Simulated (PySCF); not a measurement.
Estimate the missing entries of this data sheet.

Species: C6H12N2.
Z-matrix (Å and degrees, GFN2-xTB geometry), rows numbered from 1:
```
N 
C   1  1.4547
C   2  1.5297  1  110.19
C   3  1.5288  2  111.34  1    59.67
C   4  1.5001  3  110.93  2   168.15
N   5  1.2552  4  127.45  3   -15.77
C   6  1.4377  5  120.64  4    -0.14
C   3  1.5276  2  111.90  1  -179.20
H   1  1.0153  2  110.08  3    63.51
H   1  1.0140  2  110.43  3  -177.82
H   2  1.0944  1  107.52  3   119.18
H   2  1.1048  1  113.20  3  -122.06
H   3  1.0969  2  108.26  1   -59.61
H   4  1.0945  3  109.80  2    48.60
H   4  1.0904  3  110.65  2   -69.31
H   5  1.0858  4  116.40  3   164.65
H   7  1.0946  6  106.66  5  -138.68
H   7  1.0961  6  106.60  5   107.24
H   8  1.0915  3  110.92  2    55.84
H   8  1.0924  3  109.15  2   -63.22
```

| property | level | value |
| --- | --- | --- |
| point group of the GFN2-xTB geometry | GFN2-xTB | C1 |
| rotational constants A, B, C of the GFN2-xTB geometry | GFN2-xTB | ? |
| dipole moment | PBE0/def2-SVPD | ? |
| HOMO energy | PBE0/def2-SVPD | ? |
| LUMO energy | PBE0/def2-SVPD | ? |
| lowest singlet excitation | TDDFT PBE0/def2-SVPD | 4.91 eV (253 nm, f = 0.003) |
| strongest line among the 6 lowest singlet transitions | TDDFT PBE0/def2-SVPD | ? |
| lowest triplet excitation (Tamm–Dancoff) | TDA PBE0/def2-SVPD | 4.14 eV |
| static isotropic polarisability | PBE0/def2-SVPD | ? |
| electronic spatial extent ⟨r²⟩ about the centre of nuclear charge | PBE0/def2-SVPD | 1095 bohr² |
| 13C chemical shifts (computed TMS as zero) by class | GIAO PBE0/pcSseg-1 | ? |
| 1H chemical shifts (computed TMS as zero) by class | GIAO PBE0/pcSseg-1 | 8.03 (H16), 4.27 (H17), 3.79 (H18), 3.26 (H12), 2.96 (H15), 2.36 (H11), 1.57 (H14), 1.35 (H19), 1.23 (H13), 1.09 (H20), 0.39 (H9/H10) ppm |
| isotropic shieldings of nuclei other than C and H, by class | GIAO PBE0/pcSseg-1 | -109 (N6), 232 (N1) ppm |

Electronic properties: PySCF, gas phase, density fitting. NMR classes are plain means over equivalent atoms (diastereotopic ones count apart unless rotation or inversion swaps them), as if these changed places fast; in this geometry the members of some classes differ.

What is the static isotropic polarisability?

84.4 au.

Give the HOMO energy.

-6.62 eV.

What is the strongest line among the 6 lowest singlet transitions?

S3 at 6.37 eV (195 nm, f = 0.010).

The rotational constants A, B, C of the GFN2-xTB geometry?

4.310, 1.375, 1.118 GHz.

The 13C chemical shifts (computed TMS as zero) by class?

166.7 (C5), 55.7 (C2), 54.3 (C7), 38.7 (C4), 37.3 (C3), 31.1 (C8) ppm.

Give the dipole moment.

2.99 D.

Give the LUMO energy.

0.19 eV.

No computed singlet falls in the visible range (750 to 380 nm, 1.65 to 3.26 eV); S1 lies 1.65 eV above its blue end. The principal polarisabilities are 69.0, 86.6 and 97.4 au; their mean is the isotropic value. The largest Löwdin shares of the HOMO are 0.53 on N6, 0.12 on C5, 0.10 on C7 and 0.07 on C4. The polarisability is 12.50 Å³ as a volume (1 au = 0.148185 Å³), or 1.36 au for each of the 62 electrons. With B = h/(8π²I), that is 505.379 GHz u Å² over I, the principal moments of inertia are 117.3, 367.5 and 452.1 u Å² (most abundant isotopes); the inertial defect Ic − Ia − Ib is -32.7 u Å² (zero for a rigid planar frame, negative otherwise). The vertical singlet–triplet gap S1 − T1 is 0.77 eV (TDDFT singlet less Tamm–Dancoff triplet; S1: HOMO→LUMO, weight 0.94; T1: HOMO→LUMO, weight 0.89).

One conformer stands for the species.
